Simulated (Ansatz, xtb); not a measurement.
# Two isomers of C6H6SeSi

Structure I is `C#Cc1c[se]c([SiH3])c1`, a singlet and structure II is `C#Cc1ccc([SiH3])[se]1`, a singlet. Both are isolated molecules in the gas phase, relaxed with B3LYP/def2-SVP.

I (Å):

```xyz
14

C    -0.5251   -3.8834   -1.8264
C    -0.3529   -2.6827   -1.8848
C    -0.1458   -1.2696   -1.9378
C    -0.3179   -0.5172   -3.0818
C     0.4256    0.8567   -0.9901
C     0.2654   -0.4928   -0.7919
Se    0.0366    1.2839   -2.7902
Si    0.9474    2.1190    0.2918
H    -0.6787   -4.9450   -1.7792
H    -0.6232   -0.8885   -4.0593
H     2.2144    2.7985   -0.1076
H     1.1535    1.3998    1.5808
H    -0.0982    3.1687    0.4684
H     0.4364   -0.9683    0.1769
```

II (Å):

```xyz
14

C     0.2743   -4.3687   -0.5555
C     0.3236   -3.1696   -0.7533
C     0.3564   -1.7751   -0.9785
C     1.4425   -0.9832   -1.2949
C     1.1548    0.4013   -1.4621
C    -0.1607    0.7838   -1.2896
Se   -1.2113   -0.7201   -0.8673
Si   -0.8436    2.5213   -1.4427
H     0.2389   -5.4279   -0.3832
H     2.4441   -1.4028   -1.4059
H     1.9362    1.1236   -1.7137
H    -1.4687    2.9703   -0.1644
H    -1.8819    2.6009   -2.5114
H     0.2917    3.4248   -1.7848
```

Quicker runs give these differences E(II) − E(I): GFN2-xTB −1.48 kJ/mol; HF/STO-3G −2.41 kJ/mol (at GFN2-xTB geometries); r2SCAN-D4/def2-SVP −8.54 kJ/mol (at GFN2-xTB geometries).

Task: Estimate E(II) − E(I) at the level CCSD(T)/def2-SVP + ΔMP2/def2-TZVPP.

Result: CCSD(T)/def2-SVP + ΔMP2/def2-TZVPP gives E(II) − E(I) = −2.52 kJ/mol, slightly favouring structure II, which is too small a margin to settle the true order.

The same difference at several levels:

```csv
level,geometry,E(II) − E(I) (kJ/mol),departure from the last row (kJ/mol),"job, with rough time for the two"
GFN2-xTB,GFN2-xTB,−1.48,+1.04,"optimisation, 0.33 s"
HF/STO-3G,GFN2-xTB,−2.41,+0.11,"single point, 1.3 s"
r2SCAN-D4/def2-SVP,GFN2-xTB,−8.54,−6.02,"single point, 12 s"
B3LYP/def2-SVP,B3LYP/def2-SVP,−6.77,−4.25,"optimisation, 4.1 min"
HF/def2-SVP,B3LYP/def2-SVP,+0.69,+3.21,part of the CCSD(T) run
MP2/def2-SVP,B3LYP/def2-SVP,−5.19,−2.67,part of the CCSD(T) run
CCSD(T)/def2-SVP,B3LYP/def2-SVP,−2.46,+0.06,single point
CCSD(T)/def2-SVP + ΔMP2/def2-TZVPP,B3LYP/def2-SVP,−2.52,,"single point, 5.9 min"
```

As drawn, both hold the same kinds of bond in the same numbers.

The largest departure from CCSD(T)/def2-SVP + ΔMP2/def2-TZVPP is that of r2SCAN-D4/def2-SVP, 6.02 kJ/mol. The last row adds to CCSD(T) the change of the MP2 difference between the two basis sets, here −0.06 kJ/mol.

With thermal terms from frequencies at re-optimised GFN2-xTB minima (ideal gas, soft modes damped towards free rotors, one conformer each, 298.15 K, 1 atm): the zero-point term adds +0.23 kJ/mol; ΔH is −2.14 and ΔG −2.13 kJ/mol.

The correlated steps freeze 20 core orbitals; the filled d shell of Se is correlated, in a basis made for valence electrons. Run with Ansatz 0.2.0, xtb 6.7.1; the last row on 2 threads of Arm Neoverse V1 on a shared host.
